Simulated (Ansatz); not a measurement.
Species: aminomethylgermylmethanamine, C2H10GeN2 (charge 0, singlet). SMILES: N[CH2][GeH2][CH2]N
Geometry from a B3LYP-D3(BJ)/def2-TZVP (Ansatz, a program for electronic structure) optimisation:
```
Ge
H 1 1.5421
H 1 1.5421 2 109.82
C 1 1.9809 2 109.87 3 -120.56
H 4 1.0913 1 107.31 2 53.29
H 4 1.0986 5 106.81 1 -116.58
N 4 1.4660 5 108.69 6 -124.41
H 7 1.0125 4 111.61 5 -179.07
H 7 1.0135 8 107.10 4 122.18
C 1 1.9809 2 109.55 3 120.76
H 10 1.0913 1 107.31 2 -67.44
H 10 1.0986 11 106.81 1 -116.58
N 10 1.4660 11 108.69 12 -124.41
H 13 1.0125 10 111.61 11 -179.07
H 13 1.0135 14 107.10 10 122.18
```

Property: atomisation energy, in kcal/mol. Conventions: open shells spin-unrestricted; LANL2DZ with its own core potentials from Na on; non-relativistic; 6-31G* and kin with 6d, 5d where marked; atomisation electronic, to ground-state atoms; no dispersion term unless named; spin-orbit terms left out. First-principles rows: single points at B3LYP-D3(BJ) geometries (Ansatz).

| level | program | atomisation energy (kcal/mol) |
|---|---|---|
| PBE/STO-3G | Ansatz | 1500.6 |
| PBE/3-21G | Ansatz | 1227.4 |
| PBE/LANL2DZ | Ansatz | 1197.8 |
| PBE/6-31G* | Ansatz | 1222.3 |
| PBE/def2-SVP | Ansatz | 1236.1 |
| PBE/6-31G* with LANL2DZ past Ar | Ansatz | 1219.9 |
| PBE/def2-TZVPD | Ansatz | 1234.4 |

No value to compare with is used here. The 6 habitual levels span 1197.8 (PBE/LANL2DZ) to 1500.6 kcal/mol (PBE/STO-3G); PBE/def2-TZVPD gives 1234.4.

The sets are all those run for this method; left out are runs that failed, that the program found above a lower state of the same kind, or whose <S^2> lies over 0.5 above the pure value.
